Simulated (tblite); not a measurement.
C₄H₁₂BOPSi.
Structure used (GFN2-xTB), in Å, numbered top down from 1:
```xyz
20
C4H12BOPSi angstrom
B     -2.135   -0.611   -1.299
P     -0.795   -0.320    0.093
C     -0.578   -1.561    1.455
C      0.127    1.194    0.600
Si     0.140    2.832    1.495
C      0.838    0.393   -0.194
O      1.989    0.273   -0.826
C      2.119   -0.890   -1.628
H     -1.838   -1.687   -1.722
H     -3.181   -0.600   -0.738
H     -1.970    0.282   -2.063
H     -0.436   -2.548    1.015
H      0.268   -1.305    2.088
H     -1.490   -1.584    2.051
H      1.316    2.857    2.369
H     -1.085    2.914    2.290
H      0.208    3.915    0.514
H      3.043   -0.773   -2.192
H      2.182   -1.785   -1.001
H      1.273   -0.986   -2.313
```

Method: GFN2-xTB as coded in tblite; computed harmonic values from a numerical Hessian at the method's own geometry, unscaled. Against measured fundamentals such values can be off by several per cent, at times by over 20. Modes of hydrogen on boron and silicon can be 10 to 20 % off. One conformer, not necessarily the lowest. The optimisation stopped once no atom felt more than 0.01 eV/Å.

Lowest wavenumbers of the output (negative numbers stand for imaginary wavenumbers):
```
mode    cm-1
  1     -42.8
  2      46.7
  3      55.9
  4      80.4
  5      94.6
  6     101.9
  7     105.8
  8     133.5
  9     140.8
 10     179.3
 11     197.1
 12     270.1
 13     373.4
 14     421.6
 15     441.8
```

Task: Is this structure a minimum?

Result: Not by this Hessian. 1 mode is imaginary beyond 20i (43i cm⁻¹), so at this level the point lies at or near a first-order saddle. The curvature is small, so loose convergence or finite differences may be the whole cause.

Task: Which atoms move in the imaginary mode?

Result: 43i: H17 (Si–H hydrogen) 33 %, H15 (Si–H hydrogen) 33 %, H16 (Si–H hydrogen) 32 %. These are shares of the mass-weighted motion.

Task: What is the remedy?

Result: Step along that mode in both directions, optimise again with tighter thresholds and repeat the frequencies. The zero-point energy of this point (89.1 kcal/mol) counts the 53 real modes alone, and thermal corrections from it aren't those of a minimum.
